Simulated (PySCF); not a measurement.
Point-charge models of `O=C(O)c1ccccn1` against its computed dipole.

Coordinates (PBE0-D3(BJ)/def2-SVP, Å) and charges (e) from the PBE0/pcSseg-1 density (PySCF):

```json
{"atom": "O1", "x": "2.688", "y": "0.814", "z": "0.562", "Mulliken": "-0.4119", "IAO": "-0.4765", "Hirshfeld": "-0.2698", "ESP-fitted": "-0.5325"}
{"atom": "C2", "x": "2.086", "y": "0.093", "z": "-0.195", "Mulliken": "+0.5552", "IAO": "+0.5194", "Hirshfeld": "+0.2026", "ESP-fitted": "+0.5098"}
{"atom": "O3", "x": "2.685", "y": "-0.682", "z": "-1.094", "Mulliken": "-0.3279", "IAO": "-0.4498", "Hirshfeld": "-0.1618", "ESP-fitted": "-0.5821"}
{"atom": "C4", "x": "0.591", "y": "-0.016", "z": "-0.206", "Mulliken": "-0.0249", "IAO": "+0.0673", "Hirshfeld": "+0.0405", "ESP-fitted": "+0.6915"}
{"atom": "C5", "x": "-0.124", "y": "0.761", "z": "0.710", "Mulliken": "-0.0368", "IAO": "-0.1513", "Hirshfeld": "-0.0389", "ESP-fitted": "-0.6517"}
{"atom": "C6", "x": "-1.512", "y": "0.671", "z": "0.706", "Mulliken": "-0.0071", "IAO": "-0.1201", "Hirshfeld": "-0.0257", "ESP-fitted": "+0.2846"}
{"atom": "C7", "x": "-2.120", "y": "-0.186", "z": "-0.208", "Mulliken": "-0.1699", "IAO": "-0.1645", "Hirshfeld": "-0.0402", "ESP-fitted": "-0.5525"}
{"atom": "C8", "x": "-1.308", "y": "-0.918", "z": "-1.078", "Mulliken": "+0.1394", "IAO": "-0.0077", "Hirshfeld": "+0.0219", "ESP-fitted": "+0.4434"}
{"atom": "N9", "x": "0.016", "y": "-0.838", "z": "-1.082", "Mulliken": "-0.4028", "IAO": "-0.2541", "Hirshfeld": "-0.1496", "ESP-fitted": "-0.6728"}
{"atom": "H10", "x": "3.635", "y": "-0.524", "z": "-0.989", "Mulliken": "+0.2392", "IAO": "+0.3742", "Hirshfeld": "+0.1864", "ESP-fitted": "+0.4595"}
{"atom": "H11", "x": "0.422", "y": "1.411", "z": "1.395", "Mulliken": "+0.1164", "IAO": "+0.1804", "Hirshfeld": "+0.0564", "ESP-fitted": "+0.2448"}
{"atom": "H12", "x": "-2.111", "y": "1.261", "z": "1.404", "Mulliken": "+0.1108", "IAO": "+0.1623", "Hirshfeld": "+0.0624", "ESP-fitted": "+0.0920"}
{"atom": "H13", "x": "-3.206", "y": "-0.291", "z": "-0.250", "Mulliken": "+0.1101", "IAO": "+0.1622", "Hirshfeld": "+0.0598", "ESP-fitted": "+0.2107"}
{"atom": "H14", "x": "-1.758", "y": "-1.600", "z": "-1.808", "Mulliken": "+0.1102", "IAO": "+0.1582", "Hirshfeld": "+0.0558", "ESP-fitted": "+0.0554"}
```

Task: What dipole does each set of charges give (1 e·Å = 4.803 D), and what does the density give?

Result: The full density gives (-2.30, 0.13, 0.30) D, 2.32 D in size; dipole vectors point from the negative to the positive end.

```
    scheme     μx     μy     μz  size (D)  share of the full size (%)  angle to the full dipole (°)
  Mulliken  -2.50   0.57   0.81      2.69                         116                            14
       IAO  -2.47  -0.08   0.08      2.47                         107                             7
 Hirshfeld  -1.61  -0.34  -0.27      1.67                          72                            22
ESP-fitted  -2.33   0.12   0.30      2.35                         101                             0
```

Task: Which set comes closest?

Result: Length of the difference vector: ESP-fitted 0.04 D, IAO 0.35 D, Mulliken 0.71 D, Hirshfeld 1.00 D. Closest: ESP-fitted. 

Task: What is left for the Hirshfeld atoms' own dipoles?

Result: The Hirshfeld atoms' densities add up to the full density, so μ = Σ q r + Σ (atomic dipoles). The atomic dipoles sum to (-2.30, 0.13, 0.30) − (-1.61, -0.34, -0.27) = (-0.69, 0.47, 0.57) D, 1.00 D in size.

Task: With the origin at the mean of the coordinates, (-0.001, -0.003, -0.152) Å, which are the largest single terms, by size, of the Hirshfeld dipole along the direction of the full one?

Result: H10 -3.35, O1 +3.27, O3 +2.19, C2 -2.01, H13 +0.90 D; all 14 atoms together +1.54 D. The single terms depend on the origin, their sum doesn't.

Task: Give the size of the full dipole in other units.

Result: 2.32 D = 0.912 au = 0.483 e·Å = 7.73 × 10⁻³⁰ C·m.

Isolated species at its PBE0-D3(BJ)/def2-SVP geometry (one conformer only).

The values belong to the conformer `[O:1]=[C:2]([OH:3])[c:4]1[cH:5][cH:6][cH:7][cH:8][n:9]1`: O1–C2–C4–C5 0°, H–O3–C2–O1 0°.
